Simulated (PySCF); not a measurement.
2-methyl-[1,2,4]diazaphospholo[1,5-a]pyridine, C7H7N2P.
SMILES with atom numbers: `[CH3:1][c:2]1[n:3][n:4]2[cH:5][cH:6][cH:7][cH:8][c:9]2[p:10]1` (hydrogens: H11, H12, H13 on C1; H14 on C5; H15 on C6; H16 on C7; H17 on C8)

A linear-response calculation (PySCF, def2-SVPD basis, gas phase, vertical, core orbitals frozen in the response) gave these numbers; the functional is withheld.

Orbital energies (eV): HOMO-3 -8.71, HOMO-2 -7.66, HOMO-1 -7.58, HOMO -5.97, LUMO -1.40, LUMO+1 -0.68, LUMO+2 0.31.

```
state  E (eV)       f  main configurations (H = HOMO, L = LUMO)
   S1    3.75   0.047                                 H→L (91%)
   S2    4.48   0.117                  H→L+1 (72%), H-1→L (19%)
   S3    5.07  0.0031                               H-2→L (98%)
   S4    5.31   0.108      H→L+2 (66%), H-1→L (18%), H→L+1 (8%)
   S5    5.33  0.0008                   H→L+3 (83%), H→L+4 (9%)
   S6    5.68   0.488     H-1→L (52%), H→L+2 (18%), H→L+1 (10%)
```

Triplets, Tamm–Dancoff:

```
state  E (eV)  λ (nm)  main configurations (H = HOMO, L = LUMO)
   T1    2.72   455.5                                 H→L (94%)
   T2    3.43   361.0                               H→L+1 (93%)
   T3    4.26   291.4                  H→L+2 (50%), H-1→L (42%)
   T4    4.43   279.7                  H-1→L (51%), H→L+2 (42%)
```

Vertical ionisation energy by ΔSCF with the same functional: 7.61 eV. Mean static polarisability: 124.7 au.

Question: Name the functional.
A. PBE0
B. PBE
C. HF
D. wB97X-D

Answer: A. PBE0 is a global hybrid with 25% exact exchange. In this run −ε(HOMO) = 5.97 eV differs from the ΔSCF value by -1.65 eV, and S1 differs from the orbital gap of 4.57 eV by -0.82 eV. The ratio −ε(HOMO)/IP is 0.78. Small neutral molecules mostly give 0.7 to 0.83 with PBE0, 0.5 to 0.7 with PBE, 0.89 to 0.99 with wB97X-D; with Hartree–Fock the ratio is 1 or more (Koopmans' value less the relaxation energy is the ΔSCF value). The other options: PBE, a GGA without exact exchange; HF, time-dependent Hartree–Fock, 100% exact exchange; wB97X-D, range-separated, 22% exact exchange at short range and 100% at long range (ω = 0.2 bohr⁻¹).

Method used: TDDFT PBE0/def2-SVPD, vertical, gas phase, core orbitals frozen in the response in PySCF. Isolated species at its PBE0-D3(BJ)/def2-SVP geometry, gas phase.
